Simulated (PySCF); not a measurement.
germylmethylsilane (CH8GeSi), SMILES [SiH3][CH2][GeH3]. Atoms are numbered in the order given.

```xyz
11

Si    -0.2047     2.1033     0.0000
C      0.8853     0.5653     0.0000
Ge    -0.0915    -1.1489     0.0000
H      0.6230     3.3467     0.0000
H     -1.0783     2.1176    -1.2105
H     -1.0783     2.1176     1.2105
H      1.5410     0.5822     0.8866
H      1.5410     0.5822    -0.8866
H     -0.9848    -1.2445    -1.2549
H     -0.9848    -1.2445     1.2549
H      0.9038    -2.3291     0.0000
```
Charge 0, spin multiplicity 1.

Geometry optimised at B3LYP-D3(BJ)/def2-SVP.

Two levels are set side by side: PBE/pcSseg-1 (PySCF) and KT2/pcSseg-1 (PySCF). GIAO shifts against GeH4 (⁷³Ge), TMS (²⁹Si), TMS (¹H), TMS (¹³C) at the same level; non-relativistic, no solvent, atoms listed together averaged. Differences are taken from unrounded values.

```
quantity                 KT2
---------------------  -----
δ(²⁹Si) of Si1 (ppm)   -66.1
δ(¹³C) of C2 (ppm)     -11.3
δ(⁷³Ge) of Ge3 (ppm)   122.0
δ(¹H) of H7, H8 (ppm)   0.30
```

Question: What does PBE give, and how far is it from KT2? (Estimate from the structure and the level; the computed values follow.)

Answer: 
| quantity | PBE | PBE minus KT2 |
|---|---|---|
| δ(²⁹Si) of Si1 (ppm) | -67.9 | -1.8 |
| δ(¹³C) of C2 (ppm) | -10.8 | 0.5 |
| δ(⁷³Ge) of Ge3 (ppm) | 126.7 | 4.7 |
| δ(¹H) of H7, H8 (ppm) | 0.31 | 0.01 |

Rough cost on one machine, each run with all the roots and properties that it gave: KT2 against PBE within a factor of 2.
